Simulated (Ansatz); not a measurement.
Reaction (substitution at a C–B bond): `C#CCBCC` + `N=C[SeH]` → `CC[Se]C=N` + `BCC#C`

Gas-phase electronic energies from Ansatz, PBE0-D4/def2-TZVP geometries. CBS: MP2 limit from def2 TZ/QZ plus the TZ coupled-cluster correction, frozen cores. Functionals use def2-TZVPP. B3LYP here is the variant with VWN-RPA as its local correlation; programs differ in this. For Se outer-core shells are correlated without core-valence functions, which leaves a few kJ/mol of doubt a bond. Scalar relativity is left out up to krypton. One conformer a species, not always the lowest.

`C#CCBCC`:

```xyz
15

C    -0.881   -2.113    1.448
C    -0.292   -1.819    0.440
C     0.485   -1.328   -0.683
B     1.135   -0.108    0.083
C     0.502    1.315    0.122
C    -0.845    1.534   -0.552
H    -1.418   -2.408    2.318
H     1.197   -2.087   -1.015
H    -0.175   -1.055   -1.510
H     2.147   -0.315    0.693
H     1.268    1.972   -0.324
H     0.476    1.648    1.168
H    -0.801    1.306   -1.620
H    -1.613    0.892   -0.113
H    -1.185    2.568   -0.455
```

`N=C[SeH]`:

Cartesian coordinates in Å:
```
N 1.227 -0.106 -0.717
C 0.209 -0.045 0.017
Se -1.468 0.439 -0.741
H 2.052 -0.376 -0.184
H 0.170 -0.247 1.091
H -2.190 0.336 0.534
```

`CC[Se]C=N`:

Z-matrix (Å, degrees):
```
C
C 1 1.513
H 1 1.091 2 111.1
H 1 1.094 2 110.3 3 120.1
H 1 1.092 2 111.4 3 -120.1
Se 2 1.954 1 113.7 3 58.7
H 2 1.091 1 111.8 3 -59.5
H 2 1.092 1 112.3 3 -180.0
C 6 1.910 2 97.1 1 78.9
N 9 1.257 6 128.2 2 -174.3
H 9 1.094 6 112.5 2 6.9
H 10 1.020 9 113.2 6 1.5
```

`BCC#C`:

```xyz
9

B     1.292    0.697   -0.384
C    -0.194    0.253   -0.571
C    -0.796   -0.559    0.466
C    -1.279   -1.231    1.336
H     1.783    1.371   -1.243
H     1.937    0.386    0.571
H    -0.252   -0.258   -1.545
H    -0.783    1.168   -0.737
H    -1.707   -1.827    2.106
```

```json
{"level": "r2SCAN-D4", "ΔE (kcal/mol)": "9.7"}
{"level": "B3LYP-D4", "ΔE (kcal/mol)": "8.7"}
{"level": "HF/def2-TZVPP", "ΔE (kcal/mol)": "7.3"}
{"level": "MP2/def2-QZVPP", "ΔE (kcal/mol)": "7.9"}
```

What does CCSD(T)/CBS give? (An estimate is asked.)

Computed: +8.1 kcal/mol. The listed levels differ from it by 1.6, 0.6, -0.8, -0.2 kcal/mol.

Largest T1 diagnostic among the species: 0.012.

In def2-TZVPP, CCSD(T) changes the Hartree–Fock value by +1.1 kcal/mol (the triples alone add −0.1 kcal/mol) and MP2 by +0.8 kcal/mol.
